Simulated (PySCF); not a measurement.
**Excitation energy of N⁺ by level of theory**

N⁺ [He] 2s2 2p2 (3P) → N⁺ [He] 2s1 2p2 3s1 (5P), as a difference of total energies. Computed with PySCF 2.14 in aug-cc-pVQZ-DK, with the spin-free X2C one-electron Hamiltonian (Gaussian nucleus). Correlated levels: valence: 1s2 frozen. The calculations carry no spin-orbit coupling.

```csv
method,excitation energy (eV)
UHF,23.368
MP2 (valence),24.991
SCS-MP2 (valence),25.419
CCSD (valence),25.377
CCSD(T) (valence),25.422
```

**Question.** How much does correlation contribute at CCSD(T) (valence)?

**Answer.** 25.422 − (23.368) = 2.054 eV, measured against UHF.

The promoted electron is Rydberg-like, and one or two diffuse shells describe it only roughly, which tends to raise the upper state.
